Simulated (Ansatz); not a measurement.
Computed with Ansatz on PBE0-D4/def2-TZVP structures; ΔE is electronic, products minus reactants. CCSD(T)/CBS adds triple-zeta CCSD(T) − MP2 to the extrapolated MP2 energy (def2 sets, frozen cores). This one scheme is used for every species. Functionals use def2-TZVPP. B3LYP here is the variant with VWN-RPA as its local correlation; programs differ in this. Open shells (•) are unrestricted, without spin–orbit coupling. For Ge outer-core shells are correlated without core-valence functions, which leaves a few kJ/mol of doubt a bond. Scalar relativity is left out up to krypton.

`[F][GeH]([F])[SiH3]` → `[F][GeH][F]`• + `[SiH3]`•  (homolysis of the Ge–Si bond)

```csv
level,ΔE (eV),difference from CCSD(T)/CBS
PBE-D4,3.11,-0.31
B3LYP-D4,3.11,-0.31
B2PLYP,3.13,-0.29
PBE-QIDH,3.26,-0.16
revPBE,2.86,-0.56
PBE0,3.12,-0.30
B3LYP,3.00,-0.42
r2SCANh,3.05,-0.37
LC-ωPBE,3.15,-0.27
RPA@PBE/def2-TZVPP,3.13,-0.29
HF/def2-SVP,2.47,-0.95
CCSD/def2-TZVPP,3.22,-0.20
HF/def2-QZVPP,2.42,-1.00
MP2/def2-QZVPP,3.36,-0.06
HF/CBS(def2),2.42,-1.00
MP2/CBS(def2),3.43,0.01
CCSD(T)/CBS,3.42,0
```

Largest T1 diagnostic among the species: 0.015.

In def2-TZVPP, CCSD(T) changes the Hartree–Fock value by +0.84 eV (the triples alone add +0.05 eV) and MP2 by +0.85 eV; breaking electron pairs costs correlation energy, which Hartree–Fock lacks. The D4 term adds +0.11 eV with B3LYP and +0.06 eV with PBE0; it sums over pairs of atoms, weighted by their polarisabilities, and B3LYP, whose exchange is more repulsive, gets the larger term. At CCSD(T), def2-SVP lies −0.30 eV from the extrapolated value and def2-TZVPP −0.15 eV: correlation converges slowly with the basis, and small sets miss more of it in the bonded molecule than in its fragments.

CCSD(T)/CBS has its own doubt, a few kJ/mol and more with outer-core shells, so smaller differences from it don't rank the levels.
